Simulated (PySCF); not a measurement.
AlGeH₃O₂, GeH₂O, BGeH₃O₂ (calculated)

Computed with PySCF 2.14.0. Calculation on a computer-drawn molecule: optimised geometry and harmonic frequencies of an isolated molecule of the commonest isotopes, restricted reference for singlets and unrestricted otherwise, frozen core in MP2; on germanium a core potential holds 10 electrons, which the energies leave out, and 3d is frozen in MP2 and coupled-cluster steps.

Common to all runs: charge 0; multiplicity 1; basis and core potential on germanium cc-pVDZ-PP ECP10MDF.

(1) AlGeH₃O₂

Start structure:
```xyz
7
AlGeH3O2
O      3.8600     2.7402     2.8345
Al     2.7897     1.7121     2.4060
Ge     0.9132     0.2813     1.5902
O     -0.1106     1.6232     0.9552
H      0.0001    -0.4671     2.5314
H      1.0618    -0.7651     0.4357
H     -0.9055     1.3406     0.4960
```

Settings of this run: method HF and basis cc-pV(D+d)Z.

The calculation gives: rotational constants 11.21, 1.522, 1.363 GHz; total energy -686.7687 hartree; convergence status largest gradient component 1.552e-05 hartree/bohr.

Drawn bonds:
```csv
atom,other atom,order
1,2,2
2,3,1
3,4,1
3,5,1
3,6,1
4,7,1
```

Optimised structure:
```xyz
7
AlGeH3O2
O      3.9653     2.5425     2.9097
Al     2.7325     1.7314     2.3653
Ge     0.8294     0.3549     1.5397
O     -0.2445     1.5956     0.8391
H      0.1162    -0.3879     2.6721
H      1.2602    -0.6449     0.4638
H     -1.0504     1.2736     0.4593
```

Modes:
```csv
frequency (cm⁻¹),reduced mass (dalton)
103.6,7.502
147.8,4.888
198.7,16.42
213.8,1.199
297.5,20.3
462.2,1.167
715.1,1.078
728.8,10.25
811.3,1.053
948.1,1.035
971.1,1.119
1202,19.14
2225,1.024
2235,1.015
4143,1.067
```

(2) AlGeH₃O₂

Start structure:
```xyz
7
AlGeH3O2
O      3.9653     2.5425     2.9097
Al     2.7325     1.7314     2.3653
Ge     0.8294     0.3549     1.5397
O     -0.2445     1.5956     0.8391
H      0.1162    -0.3879     2.6721
H      1.2602    -0.6449     0.4638
H     -1.0504     1.2736     0.4593
```

Settings of this run: method MP2 and basis cc-pV(D+d)Z.

It finds rotational constants 10.89, 1.49, 1.332 GHz; total energy -687.3121 hartree; convergence status largest gradient component 3.96e-05 hartree/bohr.

Drawn bonds:
```csv
atom,other atom,order
1,2,2
2,3,1
3,4,1
3,5,1
3,6,1
4,7,1
```

Optimised structure:
```xyz
7
AlGeH3O2
O      4.0172     2.5577     2.9348
Al     2.7338     1.7258     2.3667
Ge     0.8211     0.3631     1.5345
O     -0.2653     1.6354     0.8237
H      0.1105    -0.3927     2.6717
H      1.2560    -0.6500     0.4603
H     -1.0647     1.2259     0.4573
```

Modes:
```csv
frequency (cm⁻¹),reduced mass (dalton)
91.11,8.081
123.8,6.626
169.1,15.17
213.9,1.137
286.1,20.22
437,1.15
671.4,1.077
686.6,13.04
766.1,1.048
896.7,1.022
955.6,1.109
1034,19.18
2169,1.025
2170,1.016
3834,1.066
```

(3) AlGeH₃O₂

Start structure:
```xyz
7
AlGeH3O2
O      2.5853     1.9542    -1.1097
Al     1.3879     1.2664    -0.5113
O      0.0627     0.5654     0.2033
Ge    -1.3516    -0.2378     0.9603
H     -1.3202    -1.6973     0.5119
H     -2.5156     0.4868     0.4957
H     -1.1067    -0.1207     2.4463
```

It was run with method HF and basis cc-pV(D+d)Z.

It finds rotational constants 78.65, 1.058, 1.058 GHz; total energy -686.8154 hartree; convergence status largest gradient component 1.266e-05 hartree/bohr.

Drawn bonds:
```csv
atom,other atom,order
1,2,2
2,3,1
3,4,1
4,5,1
4,6,1
4,7,1
```

Optimised structure:
```xyz
7
AlGeH3O2
O      2.6219     1.9728    -1.1578
Al     1.3792     1.2737    -0.4885
O      0.0849     0.5454     0.2086
Ge    -1.3215    -0.2450     0.9661
H     -1.3206    -1.6980     0.5036
H     -2.5635     0.4999     0.4890
H     -1.1386    -0.1318     2.4756
```

Modes:
```csv
frequency (cm⁻¹),reduced mass (dalton)
60.82,8.333
60.85,8.333
260.1,14.35
260.1,14.35
387.3,23.53
706.2,1.124
706.2,1.124
929.4,1.389
952.6,1.024
952.6,1.024
1036,3.416
1291,15.61
2261,1.025
2261,1.025
2278,1.011
```

(4) GeH₂O

Start structure:
```xyz
4
GeH2O
O      0.3755    -1.9051     0.8946
Ge     0.2091    -0.3500     0.8787
H     -0.8509     0.4215    -0.0228
H      0.9017     0.6037     1.8189
```

Here we set method HF and basis cc-pVDZ.

Results for GeH₂O: rotational constants 155.4, 13.69, 12.58 GHz; total energy -369.3381 hartree; convergence status largest gradient component 2.882e-05 hartree/bohr.

Drawn bonds:
```csv
atom,other atom,order
1,2,2
2,3,1
2,4,1
```

Optimised structure:
```xyz
4
GeH2O
O      0.3804    -1.9290     0.8756
Ge     0.1615    -0.3271     0.8922
H     -0.8243     0.4035    -0.0174
H      0.9178     0.6227     1.8190
```

Modes:
```csv
frequency (cm⁻¹),reduced mass (dalton)
640.3,1.173
684,1.103
956.2,1.024
1056,18.16
2242,1.026
2263,1.015
```

(5) GeH₂O

Start structure:
```xyz
4
GeH2O
O      0.3804    -1.9290     0.8756
Ge     0.1615    -0.3271     0.8922
H     -0.8243     0.4035    -0.0174
H      0.9178     0.6227     1.8190
```

Settings of this run: method MP2 and basis cc-pVDZ.

The calculation gives: rotational constants 152.2, 12.89, 11.89 GHz; total energy -369.6360 hartree; convergence status largest gradient component 4.045e-05 hartree/bohr.

Drawn bonds:
```csv
atom,other atom,order
1,2,2
2,3,1
2,4,1
```

Optimised structure:
```xyz
4
GeH2O
O      0.3855    -1.9671     0.8752
Ge     0.1600    -0.3137     0.8921
H     -0.8352     0.4147    -0.0268
H      0.9251     0.6362     1.8288
```

Modes:
```csv
frequency (cm⁻¹),reduced mass (dalton)
593.1,1.165
601,1.1
894.3,1.167
964.7,5.73
2171,1.026
2175,1.015
```

(6) BGeH₃O₂

Start structure:
```xyz
7
BGeH3O2
O     -0.9708     1.6787    -0.7447
Ge    -0.0858     2.4602     0.2407
B      1.9374     2.0288     0.5854
O      2.5141     1.6908    -0.5959
H     -0.6668     3.6708     1.0325
H      2.4989     2.0917     1.5903
H      3.4221     1.3007    -0.5955
```

It was run with method HF and basis cc-pVDZ.

Results for BGeH₃O₂: rotational constants 23.55, 2.449, 2.218 GHz; total energy -469.5260 hartree; convergence status largest gradient component 8.573e-06 hartree/bohr.

Drawn bonds:
```csv
atom,other atom,order
1,2,2
2,3,1
3,4,1
2,5,1
3,6,1
4,7,1
```

Optimised structure:
```xyz
7
BGeH3O2
O     -1.4217     1.6402     0.7508
Ge    -0.1076     2.4509     0.2492
B      1.8513     1.6967     0.3216
O      2.8113     2.5094    -0.1369
H     -0.2540     3.8713    -0.3263
H      2.0822     0.6025     0.7501
H      3.6876     2.1508    -0.0957
```

Modes:
```csv
frequency (cm⁻¹),reduced mass (dalton)
39.05,4.428
143,6.632
299.1,10.21
452,1.114
580.6,3.521
628,1.227
805.4,1.091
931.5,1.375
1044,2.21
1055,1.723
1260,1.555
1412,5.169
2194,1.022
2731,1.096
4127,1.066
```

(7) BGeH₃O₂

Start structure:
```xyz
7
BGeH3O2
O     -1.4217     1.6402     0.7508
Ge    -0.1076     2.4509     0.2492
B      1.8513     1.6967     0.3216
O      2.8113     2.5094    -0.1369
H     -0.2540     3.8713    -0.3263
H      2.0822     0.6025     0.7501
H      3.6876     2.1508    -0.0957
```

Here we set method MP2 and basis cc-pVDZ.

It finds rotational constants 22.87, 2.415, 2.184 GHz; total energy -470.0854 hartree; convergence status largest gradient component 3.06e-05 hartree/bohr.

Drawn bonds:
```csv
atom,other atom,order
1,2,2
2,3,1
3,4,1
2,5,1
3,6,1
4,7,1
```

Optimised structure:
```xyz
7
BGeH3O2
O     -1.4602     1.6186     0.7646
Ge    -0.0971     2.4562     0.2457
B      1.8525     1.7035     0.3186
O      2.8210     2.5322    -0.1477
H     -0.2591     3.8862    -0.3319
H      2.0937     0.6026     0.7487
H      3.6983     2.1226    -0.0852
```

Modes:
```csv
frequency (cm⁻¹),reduced mass (dalton)
61.12,4.787
129.4,6.808
282,10
416.3,1.112
558.8,3.391
607.3,1.244
754.6,1.131
904.3,1.324
919,11.95
1005,1.021
1190,1.623
1359,4.673
2114,1.022
2667,1.097
3817,1.066
```

(8) AlGeH₃O₂

Start structure:
```xyz
7
AlGeH3O2
O      2.0524    -0.5532     0.6532
Ge     0.8697    -0.7055     1.6912
O     -0.6146     0.3520     1.5964
Al    -1.8875     1.4930     1.5527
H      0.5831    -1.6958     2.7852
H     -1.7533     2.7128     2.2601
H     -3.0112     1.0694     0.5625
```

Settings of this run: method HF and basis cc-pV(D+d)Z.

Results for AlGeH₃O₂: rotational constants 14.13, 1.675, 1.533 GHz; total energy -686.7966 hartree; convergence status largest gradient component 6.656e-06 hartree/bohr.

Drawn bonds:
```csv
atom,other atom,order
1,2,2
2,3,1
3,4,1
2,5,1
4,6,1
4,7,1
```

Optimised structure:
```xyz
7
AlGeH3O2
O      1.9160    -0.3943     0.6170
Ge     0.7644    -0.7017     1.7063
O     -0.6892     0.2177     1.8467
Al    -1.8183     1.4347     1.4800
H      0.7125    -1.7841     2.7646
H     -1.6984     2.8017     2.2446
H     -2.9484     1.0988     0.4421
```

Modes:
```csv
frequency (cm⁻¹),reduced mass (dalton)
55.4,1.496
61.81,7.814
111.7,2.023
313.2,14.16
479.3,8.877
548.1,1.189
606,1.269
673.7,1.192
818.4,1.097
853.8,1.08
1049,15.62
1063,11.5
2026,1.063
2028,1.022
2315,1.021
```
